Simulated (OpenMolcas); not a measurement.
**neutral vanadium: CASPT2 settings compared**

- Program: OpenMolcas
- Basis: ANO-RCC-VDZ [5s4p2d]
- Scalar Hamiltonian: DKH2, point nucleus
- Active space: 5 electrons in 6 orbitals (3d 4s)
- State averaging: 2S+1 = 6 even, 5 roots; 2S+1 = 4 even, 33 roots kept (CI in the orbitals of an earlier block); 2S+1 = 2 even, 9 roots kept (CI in the orbitals of an earlier block, 0 in the spin-orbit step)
- Spin-orbit coupling: state interaction with AMFI integrals over the reference wave functions, term energies averaged over their components

Methods on the same reference wave functions:
A. CASSCF
B. SS-CASPT2, IPEA 0.15 Eh, sigma2 regulariser 0.05 Eh (closed shells correlated: none)
C. SS-CASPT2, IPEA 0 Eh, real shift 0.25 Eh (closed shells correlated: 3s 3p)
D. MS-CASPT2, IPEA 0.15 Eh, sigma2 regulariser 0.05 Eh (closed shells correlated: none)
E. MS-CASPT2, IPEA 0 Eh, real shift 0.25 Eh (closed shells correlated: 3s 3p)

Energies in cm⁻¹ above 3d³ 4s² ⁴F_3/2, the measured ground level; measured values from NIST Handbook of Basic Atomic Spectroscopic Data.

```
         Level       A      B      C      D      E  Measured
 3d⁴ 4s ⁶D_1/2  -11003   5160   6570   6540   7840      2112
 3d⁴ 4s ⁶D_3/2  -10959   5200   6610   6590   7890      2153
 3d⁴ 4s ⁶D_5/2  -10887   5270   6690   6660   7960      2220
 3d⁴ 4s ⁶D_7/2  -10788   5370   6790   6760   8060      2311
 3d⁴ 4s ⁶D_9/2  -10662   5500   6920   6890   8190      2425
 3d⁴ 4s ⁴D_1/2    -785  11660  13660  13050  14940      8413
 3d⁴ 4s ⁴D_3/2    -722  11730  13730  13110  15000      8476
 3d⁴ 4s ⁴D_5/2    -616  11830  13840  13220  15110      8579
 3d⁴ 4s ⁴D_7/2    -466  11980  13980  13370  15250      8716
3d³ 4s² ⁴F_3/2     0.0    0.0    0.0    0.0    0.0       0.0
3d³ 4s² ⁴F_5/2     114    114    114    118    118       137
3d³ 4s² ⁴F_7/2     273    273    273    283    283       323
3d³ 4s² ⁴F_9/2     477    477    477    495    495       553
```

A puts 3d⁴ 4s ⁶D_1/2 lowest.

Deviations, from unrounded energies. A percentage is the sum of absolute deviations over the sum of measured energies, with the sign that they share, or ± where signs differ.

| Against measurement | Levels | A | B | C | D | E |
| --- | --- | --- | --- | --- | --- | --- |
| mean absolute deviation (cm-1) | 12 | 8500 | 2400 | 3600 | 3400 | 4600 |
| fine structure of the ground term (%) | 3 | -14.7 | -14.9 | -14.9 | -11.6 | -11.6 |
| other configurations (%) | 9 | -225.3 | +62.3 | +95.6 | +89.8 | +120.8 |

B lies closest to measurement on these levels and A furthest from it. The largest miss of B in the table is 3d⁴ 4s ⁴D_7/2, by +3300 cm-1. The ranking rests on the paired levels alone, and a cruder setting can come out closer through cancelling errors.

Among B to E the level of the table that moves most is 3d⁴ 4s ⁴D_5/2, by 3300 cm-1 (lowest in B, highest in E). Moves below CASPT2's spread within the term are not significant.

The mean deviations of B to E differ by less than CASPT2's widest spread within a term (2800 cm-1), so their order carries little weight.

The lowest spin-free term lies below A's lowest term by 0.064 hartree in B, 0.222 hartree in C, 0.070 hartree in D, 0.227 hartree in E.

Term energies are means over components that CASPT2 splits; among the terms shown or strongly mixed into the levels shown the widest spread is 2800 cm-1 (3d³ 4s² ⁴F, D). Over all roots computed the reference weight is 0.87 to 0.97 in B, 0.87 to 0.97 in D; the roots of lowest weight are the least certain, and an intruder state may touch them. Some high roots are left out of the spin-orbit mixing, which shifts the levels that they would mix with. Terms from blocks run as CI alone lack orbitals of their own. A single d shell beside an s shell can misplace configurations of different d count against each other. Without dynamic correlation excited terms often stand tens of per cent too high (terms of higher spin than the ground term too low), and those without a measured partner can miss by more than the paired ones (holds for A). The lowest computed level is not the ground level that NIST lists (4F3/2) (holds for A). Measured partners are found by configuration, term and J. A level has none where our copy of the source lacks it or the pairing is in doubt (some pairs that miss far off the trend of their configuration count as doubtful), and it then counts in no deviation. Only configurations of the active space appear. The table leaves out levels that lie high or whose names do not pair safely across all columns.
